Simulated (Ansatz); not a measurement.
Computed with Ansatz on PBE0-D4/def2-TZVP structures; ΔE is electronic, products minus reactants. CCSD(T)/CBS is the MP2 limit (def2-TZVPP, def2-QZVPP) plus CCSD(T) − MP2 in def2-TZVPP, frozen cores. Functionals use def2-TZVPP. Each species was taken in one conformer, which may not be the lowest.

Reaction (formal exchange of groups at a B–C bond): `C=C(F)BCl` + `CC(O)F` → `CC(O)(F)BCl` + `C=CF`

| level | ΔE (kJ/mol) |
| --- | --- |
| B2PLYP | 50.1 |
| CCSD/def2-TZVPP | 45.3 |

(1) What does CCSD(T)/CBS give? (Best estimate.)

Largest T1 diagnostic among the species: 0.013.

Results:

(1) The calculation gave: +45.4 kJ/mol. The listed levels differ from it by 4.7, -0.1 kJ/mol.

The D4 term adds −3.7 kJ/mol with B3LYP and −2.1 kJ/mol with PBE0; it sums over pairs of atoms, weighted by their polarisabilities, and B3LYP, whose exchange is more repulsive, gets the larger term. In def2-TZVPP, CCSD(T) changes the Hartree–Fock value by −7.2 kJ/mol (the triples alone add −0.1 kJ/mol) and MP2 by −5.2 kJ/mol.

B3LYP here is the variant with VWN-RPA as its local correlation; programs differ in this.
